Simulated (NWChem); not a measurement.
Correlation energy of HOSi

SMILES: O=[SiH]
```xyz
3

O      0.4801     0.9207     0.0000
Si    -0.3079    -0.4027     0.0000
H      0.4697    -1.7274     0.0000
```
Charge 0, spin multiplicity 2.

Everything below was run with NWChem. The geometry was optimised at UPBE0/def2-SVP, a minimum by its harmonic frequencies.

Basis set: cc-pVTZ. Each correlation energy counts from its own Hartree-Fock reference.

| method | correlation energy (mHa) |
|---|---|
| URI-MP2 | -340.9 |
| UMP2 | -340.8 |
| SCS-UMP2 | -335.4 |
| CCSD on ROHF | -352.2 |
| CCSD[T] on ROHF | -373.8 |
| CCSD(T) on ROHF | -370.7 |

The values span 38.4 mHa, from CCSD[T] on ROHF (lowest) to SCS-UMP2 (highest). 

The correlated methods keep 6 core orbitals frozen. The structure started from a generated list of species. The unpaired electrons of the parent sit in orbitals of symmetry a' (Cs labels of the run); other states weren't searched. The stability of the SCF solutions was not checked. Open-shell Hartree-Fock references start from PBE0 orbitals. Coupled-cluster values serve here as a point of comparison, not as the truth.
